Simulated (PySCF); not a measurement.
Compound: InEt2(SMe), C₅H₁₃InS.
Structure used (PBE0-D3(BJ)/def2-SVP), in Å, numbered top down from 1:
```
atom  x, y, z in Å
In1    0.0216    0.5705   -0.0057
C2     2.0875   -0.0881    0.1774
C3     2.4173   -1.3041   -0.6820
H4     2.2426   -0.3141    1.2460
H5     2.7480    0.7601   -0.0609
H6     3.4627   -1.6292   -0.5417
H7     1.7777   -2.1671   -0.4399
H8     2.2899   -1.1004   -1.7573
C9    -1.0250    2.3241   -0.7464
C10   -2.5225    2.2868   -0.4719
H11   -0.8171    2.3779   -1.8285
H12   -0.5515    3.2146   -0.3012
H13   -3.0384    3.1644   -0.8983
H14   -2.9973    1.3898   -0.8999
H15   -2.7427    2.2733    0.6071
S16   -1.6095   -1.0407    0.7813
C17   -0.6131   -2.4472    1.3790
H18   -0.3257   -3.1114    0.5514
H19   -1.2351   -3.0207    2.0808
H20    0.2932   -2.1242    1.9102
```

Computed, not measured: PySCF, TDDFT CAM-B3LYP/def2-SVPD, vertical, gas phase, core orbitals frozen in the response, def2 core potentials past Kr. Spin–orbit coupling is left out.

Ground-to-excited transition dipoles (e·a0, same axes as the geometry; the sign carries no meaning), for the states with f of 0.002 or more among the lowest 8:

| state | E (hartree) | μx | μy | μz |
| --- | --- | --- | --- | --- |
| S1 | 0.1752 | 0.047 | 0.185 | -0.003 |
| S2 | 0.1760 | -0.242 | -0.434 | 0.195 |
| S4 | 0.1885 | -0.005 | 0.195 | 0.484 |
| S5 | 0.2111 | 0.838 | 0.560 | -0.331 |
| S6 | 0.2157 | 0.753 | -0.854 | 0.316 |
| S7 | 0.2187 | 0.021 | 0.044 | 0.188 |
| S8 | 0.2403 | 0.100 | 0.040 | 0.052 |

Task: What oscillator strength does each state have?

Result: f = (2/3) ΔE |μ|² with ΔE in hartree (27.2114 eV).

```tsv
state	|μ|² (au)	|μ| (D)	f
S1	0.036	0.48	0.004
S2	0.285	1.36	0.033
S4	0.273	1.33	0.034
S5	1.126	2.70	0.158
S6	1.396	3.00	0.201
S7	0.038	0.49	0.005
S8	0.014	0.30	0.002
```

Task: What angle do the transition dipoles of S4 and S6 make?

Result: |cos θ| = |μa·μb| / (|μa| |μb|) = 0.03, so θ ≈ 88° (taken between 0 and 90°, since the signs are arbitrary).

Task: How is the summed strength of these states shared among x, y and z?

Result: (2/3) Σ ΔE μα² gives 0.189 for x, 0.180 for y and 0.069 for z, 0.439 in all.

Task: What peak molar absorption coefficient would the strongest computed level give as a lone Gaussian band 0.4 eV wide at half height?

Result: ε(max) = 2.175×10⁸ f / FWHM, with the width in cm⁻¹. S6: 2.175×10⁸ × 0.2008 / 3226 ≈ 14000 L mol⁻¹ cm⁻¹.

One conformer stands for the species.
